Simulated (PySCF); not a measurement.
Vertical excitations of a molecule C2H6F2Si from PySCF with TDA-PBE/def2-SVPD, as energy in eV (oscillator strength): 6.85 (0.008), 6.99 (0.001), 7.27 (0.031), 7.74 (0.058), 7.89 (0.005), 7.93 (0.007), 8.10 (0.012), 8.13 (0.015), 8.14 (0.009), 8.24 (0.073). Lowest triplet (TDA): 6.46 eV. Geometry optimised at PBE0-D3(BJ)/def2-SVP. The values are those of a single conformer.

Which molecule gave these data?
A) C[SiH2]C(F)F
B) C[Si@H](F)CF
C) FC(F)C[SiH3]
D) C[C@@H](F)[SiH2]F

B, C[Si@H](F)CF
